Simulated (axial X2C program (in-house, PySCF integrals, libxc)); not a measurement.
# Ω levels of EuCl⁺ from open-shell CI on f7 s0

Computed with an in-house all-electron X2C program for linear molecules (integrals from PySCF): two-component X2C with atomic mean-field Coulomb and Gaunt terms, basis Eu dyall-v3z, Cl dyall-v3z (cores contracted in-house). Orbitals come from Hartree–Fock averaged over the configuration Eu f7 s0; CI then distributes these electrons over the f, s shells of Eu.

R = 2.526 Å (near the minimum of the configuration average).

Active spinors (ω > 0):

```json
{"shell": "f", "ω": "5/2", "ε (eV)": "-4.40", "character": "100% Eu f"}
{"shell": "f", "ω": "3/2", "ε (eV)": "-4.35", "character": "100% Eu f"}
{"shell": "f", "ω": "1/2", "ε (eV)": "-4.32", "character": "99% Eu f"}
{"shell": "f", "ω": "7/2", "ε (eV)": "-3.90", "character": "100% Eu f"}
{"shell": "f", "ω": "5/2", "ε (eV)": "-3.85", "character": "100% Eu f"}
{"shell": "f", "ω": "3/2", "ε (eV)": "-3.81", "character": "100% Eu f"}
{"shell": "f", "ω": "1/2", "ε (eV)": "-3.80", "character": "99% Eu f"}
{"shell": "s", "ω": "1/2", "ε (eV)": "-4.94", "character": "81% Eu s, 14% Eu p, 4% Eu d"}
```

Lowest levels of this model:

```json
{"Ω": "7/2", "energy (cm⁻¹)": "0", "g∥": "13.98", "configuration": "100% f7"}
{"Ω": "5/2", "energy (cm⁻¹)": "0", "g∥": "9.99", "configuration": "100% f7"}
{"Ω": "3/2", "energy (cm⁻¹)": "1", "g∥": "5.99", "configuration": "100% f7"}
{"Ω": "1/2", "energy (cm⁻¹)": "1", "g∥": "2.00", "configuration": "100% f7"}
```

g∥ is the magnitude of 2⟨Lz + ge Sz⟩ for the +Ω component.

(1) From Ω and g∥ of the lowest level, whose 2⟨Lz + ge Sz⟩ is positive, find ⟨Sz⟩ and ⟨Lz⟩ (ge = 2.0023).

Occupations of the active spinors in the lowest level by ω, shell by shell in order of energy: -7/2: 0.00; -5/2: 0.90 0.10; -3/2: 0.78 0.22; -1/2: 0.64 0.36 0.00; 1/2: 0.47 0.53 0.00; 3/2: 0.31 0.69; 5/2: 0.15 0.85; 7/2: 1.00. The leading determinant has weight 0.14 among 789.

This point took 1.8 s on 1 thread of Arm Neoverse V2, with other jobs on the host.

There is no dynamic correlation: spin–orbit spacings and, for f shells, spacings inside one term are the most reliable numbers, splittings between terms come out too wide, and energies between configurations are not reliable, so the lowest level need not be the ground state of the molecule. At most 4 roots were kept for each Ω > 0 (twice that for Ω = 0) within 2.2 eV of the lowest, so higher up levels can be missing between those listed; levels with Ω > 0 are doubly degenerate and listed once, Ω = 0 levels singly. States that fill the shells left empty in the average are placed too high.

Results:

(1) Ω = ⟨Lz⟩ + ⟨Sz⟩ = 7/2 and ⟨Lz⟩ + ge⟨Sz⟩ = 6.990, so ⟨Sz⟩ = 3.48 and ⟨Lz⟩ = 0.02.
